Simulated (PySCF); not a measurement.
This PySCF input asks for the NMR shieldings of `c1(C=C)sccc1CC`, C8H10S; the geometry comes from GFN2-xTB.

```python
import basis_set_exchange as bse
import numpy as np
from pyscf import gto, dft
from pyscf.prop import nmr

atoms = """
C     3.236770   -0.954152   -0.309352
C     1.907064   -0.939339   -0.285226
C     1.100351    0.206599    0.037256
S     1.830262    1.733704    0.451077
C     0.287569    2.447886    0.674233
C    -0.724681    1.572630    0.444742
C    -0.274650    0.283270    0.077761
C    -1.168325   -0.882368   -0.238599
C    -2.656068   -0.576496   -0.115427
H     3.788019   -1.844527   -0.554482
H     3.813289   -0.072208   -0.084143
H     1.352910   -1.838896   -0.519167
H     0.221121    3.478139    0.962830
H    -1.759625    1.846079    0.536793
H    -0.918495   -1.709761    0.432896
H    -0.957106   -1.218790   -1.258643
H    -2.946083    0.214851   -0.802863
H    -3.236202   -1.465112   -0.355619
H    -2.905924   -0.272258    0.898471
"""
names = dict.fromkeys(["C", "S", "H"], "pcSseg-1")
basis = {el: gto.basis.parse(bse.get_basis(n, elements=[el], fmt="nwchem")) for el, n in names.items()}
mol = gto.M(atom=atoms, basis=basis, charge=0, verbose=0)
mf = dft.RKS(mol, xc="PBE0")
mf.grids.level = 2
mf.grids.alignment = dft.numint.BLKSIZE   # the property module wants whole blocks of grid points
mf.conv_tol = 1e-9
mf.kernel()

calc = nmr.RKS(mf)   # GIAO
C = mf.mo_coeff
Co = C[:, mf.mo_occ > 0]
resp = mf.gen_response(singlet=True, hermi=2)
def vind(x):   # induced exchange potential for any number of trial vectors
    d = np.einsum("pi,xij,qj->xpq", C, 2 * x.reshape(-1, C.shape[1], Co.shape[1]), Co, optimize=True)
    return np.einsum("xpq,pi,qj->xij", resp(d - d.transpose(0, 2, 1)), C, Co, optimize=True).ravel()
mo1, _ = nmr.rhf.solve_mo1(calc, with_cphf=vind)
sigma = calc.kernel(mo1)
for i, s in enumerate(sigma):   # ppm
    w = np.linalg.eigvalsh((s + s.T) / 2)
    print("%2d %-2s iso %8.1f  s11 %8.1f  s22 %8.1f  s33 %8.1f" % (i, mol.atom_pure_symbol(i), w.mean(), *w))
```

Q: What are the results?

A: 
```
 0 C  iso     70.5  s11    -32.4  s22     81.9  s33    161.9
 1 C  iso     51.7  s11    -65.3  s22     57.2  s33    163.2
 2 C  iso     39.0  s11    -22.6  s22     25.4  s33    114.3
 3 S  iso    288.3  s11    144.8  s22    328.6  s33    391.5
 4 C  iso     54.9  s11    -37.9  s22     54.6  s33    147.9
 5 C  iso     56.7  s11    -27.0  s22     50.0  s33    147.0
 6 C  iso     41.9  s11    -25.7  s22     15.2  s33    136.1
 7 C  iso    162.7  s11    155.9  s22    159.9  s33    172.3
 8 C  iso    172.8  s11    164.2  s22    171.2  s33    183.1
 9 H  iso     26.4  s11     24.3  s22     24.7  s33     30.2
10 H  iso     25.7  s11     22.5  s22     23.7  s33     31.1
11 H  iso     24.7  s11     21.4  s22     22.9  s33     29.7
12 H  iso     24.7  s11     21.7  s22     25.2  s33     27.2
13 H  iso     24.8  s11     20.7  s22     24.5  s33     29.3
14 H  iso     28.9  s11     22.6  s22     30.0  s33     34.1
15 H  iso     28.9  s11     22.7  s22     29.9  s33     34.1
16 H  iso     30.2  s11     26.1  s22     28.6  s33     36.1
17 H  iso     30.3  s11     25.0  s22     28.1  s33     37.7
18 H  iso     30.3  s11     26.1  s22     28.6  s33     36.1
```

These numbers come from an equivalent density-fitted implementation of the same equations, which agrees with the script to about 0.01 ppm for H and up to a few tenths of a ppm for heavy atoms, so last digits may differ.

Q: Turn these shieldings into chemical shifts. Chemical shifts δ = σref − σ; 13C (σref 186.93) and 1H (σref 31.72) against TMS; CS2 for 33S (σref 503.73), all at this level.

A: Averaging equivalent atoms: C 2: 147.9; C 6: 145.1; C 1: 135.2; C 4: 132.1; C 5: 130.2; C 0: 116.5; C 7: 24.2; C 8: 14.1; S 3: 215; H 11: 7.06; H 12: 7.01; H 13: 6.89; H 10: 5.98; H 9: 5.30; H 14/15: 2.80; H 16/17/18: 1.46 ppm. 

Size and cost of the density-fitted run: 210 basis functions, 37 s wall time on 1 thread of an Arm Neoverse V1, shared host.
